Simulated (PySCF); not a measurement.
Cr: excitation energy

Cr [Ar] 3d5 4s1 (7S) → Cr [Ar] 3d4 4s1 4p1 (high-spin determinant), as a difference of total energies. Calculation: PySCF 2.14, in x2c-QZVPPall; the spin-free X2C one-electron Hamiltonian (Gaussian nucleus). Correlated levels: valence: [Ar] frozen; valence and next inner shell: [Ne] frozen. The calculations carry no spin-orbit coupling.

| method | excitation energy (eV) |
| --- | --- |
| UHF | 1.841 |
| LDA | 4.142 |
| PBE0 | 3.471 |
| r2SCAN | 3.620 |
| B97-3 | 3.358 |
| M06-2X | 2.931 |
| BLYP | 3.804 |
| MP2 (valence) | 2.826 |
| SCS-MP2 (valence) | 2.170 |
| MP2 (valence and next inner shell) | 3.403 |

Problem. Estimate what PBE gives.

Solution. 3.866 eV, closest to BLYP among the rows shown.

Problem. Estimate what SCS-MP2 (valence and next inner shell) gives.

Solution. 2.720 eV, closest to MP2 (valence) among the rows shown.

A first-order spin-orbit estimate (lowest level to lowest level, LS coupling) adds -0.056 eV.

The basis was made for the ground configuration and has no added diffuse functions, so the excitation energy can come out too high.

The determinant of the upper state mixes LS terms, which raises its energy above the lowest term, most at the Hartree-Fock and MP2 levels.
